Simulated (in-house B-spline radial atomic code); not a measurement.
Rh⁴⁺. Computed with a B-spline radial atomic code. Model: all-electron spherical atom, spin shells full or empty, radial basis limit, no spin-orbit coupling: exact exchange with a local potential (Slater, KLI or optimised effective potential, whose far tail is KLI's), no correlation.

Exchange potential has not reached -1/r at the last radius.

The run also made RPA and GW results, which its time includes.

The Slater potential averages the orbital exchange potentials with the orbital densities as weights, KLI adds orbital constants, and the optimised effective potential minimises the exact-exchange energy among local potentials. So their energies lie above Hartree-Fock in the order OEP, KLI, Slater. All fall off as −1/r, unlike LDA and GGA exchange.

Command:
```bash
python run_gw.py task.json out
```
Settings (lengths in bohr, energies in hartree):
```
Z                      45
electrons              41
configuration          [Kr] 4d5
hamiltonian            nr
method                 kli
lmax                   9
spin_polarised         True
box_radius             11.96
intervals              73
```

Run time, properties included: 4.2 s on 1 thread of Intel(R) Xeon(R) 6975P-C (Granite Rapids) (shared host).

Given: hamiltonian non-relativistic; mean-field start exchange-only KLI.

Computed: energy above Hartree-Fock 17.616 millihartree; virial ratio -E/T less 1 0.000325.

```
radius (bohr)  r times exchange potential up (hartree bohr)  r times exchange potential down (hartree bohr)
      0.00111                                     -0.039424                                       -0.039596
      0.00138                                     -0.048956                                        -0.04917
      0.00172                                     -0.060914                                       -0.061181
      0.00214                                     -0.075587                                       -0.075919
      0.00266                                     -0.093587                                       -0.093999
      0.00332                                      -0.11611                                        -0.11663
      0.00413                                      -0.14318                                        -0.14382
      0.00513                                      -0.17559                                        -0.17638
      0.00639                                      -0.21462                                        -0.21561
      0.00795                                      -0.25987                                         -0.2611
      0.00989                                      -0.31106                                        -0.31259
       0.0123                                       -0.3665                                         -0.3684
       0.0153                                      -0.42299                                        -0.42536
       0.0191                                      -0.47591                                        -0.47886
       0.0237                                      -0.51581                                        -0.51948
       0.0295                                      -0.53735                                        -0.54193
       0.0367                                             ?                                               ?
       0.0457                                      -0.54289                                        -0.55004
       0.0569                                      -0.59417                                        -0.60289
       0.0708                                      -0.70755                                        -0.71784
       0.0881                                      -0.83817                                        -0.84981
         0.11                                      -0.93392                                        -0.94622
        0.136                                      -0.95678                                        -0.96763
         0.17                                      -0.92708                                         -0.9315
        0.211                                      -0.98266                                        -0.98232
        0.263                                         -1.19                                         -1.2001
        0.327                                        -1.373                                         -1.4017
        0.407                                       -1.3969                                         -1.4507
        0.506                                       -1.2178                                         -1.3046
         0.63                                       -1.0221                                         -1.0786
        0.784                                             ?                                               ?
        0.975                                       -1.5247                                         -1.3331
         1.21                                       -1.6414                                         -1.4026
         1.51                                       -1.5805                                         -1.3591
         1.88                                       -1.4198                                         -1.2654
         2.34                                       -1.2577                                         -1.1746
         2.91                                       -1.1445                                         -1.1072
```

**Question.** What belongs in the row 0.0367?

**Answer.** r times exchange potential up (hartree bohr): -0.53929; r times exchange potential down (hartree bohr): -0.54503.

**Question.** What belongs in the row 0.784?

**Answer.** r times exchange potential up (hartree bohr): -1.2393; r times exchange potential down (hartree bohr): -1.1435.

| occupied | level (hartree) | Hartree-Fock level (hartree) |
| --- | --- | --- |
| 1s up | -824.1 | -836.06 |
| 1s down | -824.25 | -836.06 |
| 2s up | -119.27 | -123.63 |
| 2s down | -119.34 | -123.56 |
| 2p up | -110.73 | -114.45 |
| 2p down | -110.82 | -114.39 |
| 3s up | -23.22 | -24.915 |
| 3s down | -23.326 | -24.884 |
| 3p up | -19.842 | -21.22 |
| 3p down | -19.943 | -21.181 |
| 3d up | ? | ? |
| 3d down | -13.707 | -14.392 |
| 4s up | ? | ? |
| 4s down | -4.9893 | -5.2458 |
| 4p up | -4.077 | -4.4039 |
| 4p down | -3.9428 | -3.9463 |
| 4d up | -2.3955 | -2.3992 |

**Question.** What belongs in the row 3d up?

**Answer.** level (hartree): -13.627; Hartree-Fock level (hartree): -14.485.

**Question.** What belongs in the row 4s up?

**Answer.** level (hartree): -5.1188; Hartree-Fock level (hartree): -5.6133.

```tsv
empty	level (hartree)
4d down	-2.264
5s up	-1.7498
5s down	-1.7017
5p up	-1.4615
5p down	?
5d up	-1.0254
5d down	-1.0034
4f up	-0.9662
```

**Question.** What belongs in the row 5p down?

**Answer.** level (hartree): -1.4244.

The highest level, 4d up, differs from Hartree-Fock by +0.1 eV and the deepest, 1s down, by +321 eV: a local potential can match the highest level but can't give each shell its own exchange.
